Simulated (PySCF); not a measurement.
[YbH2]+ at several levels of theory

Computed with PySCF 2.14.0 (density fitting, no spin-orbit coupling) at the geometry relaxed with PBE0:

```xyz
3
[YbH2]+ (singlet in the valence; each metal's 4f electrons, 13 of them, lie in its core potential, out of spins and levels)
Yb    0.0000    0.0000   -0.1913
H     1.4807    0.0000    0.9538
H    -1.4807    0.0000    0.9538
```

| level | basis | state | HOMO (eV) | gap (eV) | charge on Yb1 (e) | population of f-type functions on Yb1 (polarisation alone where 4f lies in the core) | dipole about the centre of mass (D) | largest force component (eV/Å) |
| --- | --- | --- | --- | --- | --- | --- | --- | --- |
| PBE0 | Yb lcecp-1-SVP with ECP59, H def2-SVP | singlet | -12.94 | 4.92 | 1.18 | 0.01 | 4.29 | 0.00 |
| PBE | the same | singlet | -11.82 | 2.87 | 1.09 | 0.01 | 3.85 | 0.21 |
| PBE0 | Yb lcecp-1-TZVP with ECP59, H def2-TZVP | singlet | -12.93 | 4.93 | 1.24 | 0.01 | 4.37 | 0.08 |

In the lcecp rows the 4f levels are missing from HOMO and gap, and the state counts the valence alone.

Charges are Mulliken's, which hang on the basis. The relaxation used the grid (50, 194), these runs (75, 302) or, all-electron (x2c bases, spin-free X2C Hamiltonian), (99, 590).

(1) What does HF with Yb lcecp-1-SVP with ECP59, H def2-SVP give here?

An lcecp potential fixes the number of 4f electrons, so in runs with it no electron can move into or out of that shell.

## Answers

(1) state singlet, HOMO (eV) -15.68, gap (eV) 10.16, charge on Yb1 (e) 1.43, population of f-type functions on Yb1 (polarisation alone where 4f lies in the core) 0.01, dipole about the centre of mass (D) 5.44, largest force component (eV/Å) 0.24. Time: 0.4 s on 2 threads of Arm Neoverse V1, with other jobs on the host, from an already converged density.
